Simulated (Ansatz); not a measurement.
One change: `CN[SiH2][SiH3]` becomes `FCN[SiH2][SiH3]`.

Ansatz, PBE0-D4/def2-TZVP geometries, multiplicity 1. Each molecule was computed in one conformer, which needn't be the lowest.

```
                                        property  `CN[SiH2][SiH3]`
           HOMO–LUMO gap (B3LYP/def2-TZVPP) / eV              6.15
              HOMO energy (PBE0/def2-TZVPP) / eV             -6.59
           LUMO energy (ωB97M-V/def2-TZVPP) / eV              1.62
               LUMO energy (PBE/def2-TZVPP) / eV             -0.89
  size of the dipole moment (PBE/def2-TZVPP) / D              1.45
size of the dipole moment (B3LYP/def2-TZVPP) / D              1.37
```

Question: Give the same properties after the change, and the shifts. (Estimate.)

Answer: Computed: 
```csv
property,`FCN[SiH2][SiH3]`,shift
HOMO–LUMO gap (B3LYP/def2-TZVPP) / eV,6.84,0.69
HOMO energy (PBE0/def2-TZVPP) / eV,-7.32,-0.73
LUMO energy (ωB97M-V/def2-TZVPP) / eV,1.61,-0.01
LUMO energy (PBE/def2-TZVPP) / eV,-0.95,-0.06
size of the dipole moment (PBE/def2-TZVPP) / D,1.70,0.25
size of the dipole moment (B3LYP/def2-TZVPP) / D,1.75,0.38
```

With PBE0 the HOMO falls by 0.73 eV and the LUMO falls by 0.05 eV, so the gap widens by about 0.68 eV. PBE moves the HOMO by -0.76 eV and ωB97M-V by -0.68 eV. Dipoles are sizes alone; their direction can turn.

B3LYP here is the variant with VWN-RPA as its local correlation; programs differ in this.
